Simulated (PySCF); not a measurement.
# Bond curve of RbF⁺

Set-up: Rb def2-SVP with ECP28, F def2-SVP; scalar-relativistic core potentials (PySCF 2.14). Energies in eV from Rb⁺ + F in their ground configurations at the same level. State: ²Π (doublet), unpaired electrons π ↑.

| R (Å) | r²SCANh |
| --- | --- |
| 2.582 | -0.0582 |
| 2.702 | -0.1315 |
| 2.822 | -0.1672 |
| 2.912 | -0.1781 |
| 3.002 | -0.1801 |
| 3.092 | -0.1759 |
| 3.212 | -0.1646 |
| 3.362 | -0.1460 |
| 3.542 | -0.1230 |
| 3.783 | -0.0974 |

Task: Put a parabola through the three lowest points of the r²SCANh curve and estimate Re, k and ωe (reduced mass 15.52 u; 1 eV/Å² = 0.16022 mdyn/Å; ωe = 1302.8·√(k/μ) cm⁻¹).

Result: Through R = 2.912, 3.002, 3.092 Å the second-order coefficient is 0.383 eV/Å², so Re ≈ 2.986 Å, k ≈ 0.123 mdyn/Å and ωe ≈ 116 cm⁻¹. A polynomial fit of higher order to the unrounded r²SCANh energies gives Re = 2.980 Å, k = 0.131 mdyn/Å, ωe = 120 cm⁻¹; anharmonicity and rounding make the difference.

The higher-order fit for each curve: r²SCANh: Re = 2.980 Å, ωe = 120 cm⁻¹, De = 0.180 eV.

The bond is weak. Basis-set superposition, not corrected here, can be much of De in a small basis, most of all at correlated wavefunction levels. Spin–orbit coupling is left out. For an ion De counts to the pair picked by the measured ionisation energies or electron affinities, which need not be the lowest pair at this level. The state was picked by a PBE0 search and need not be the measured ground state.
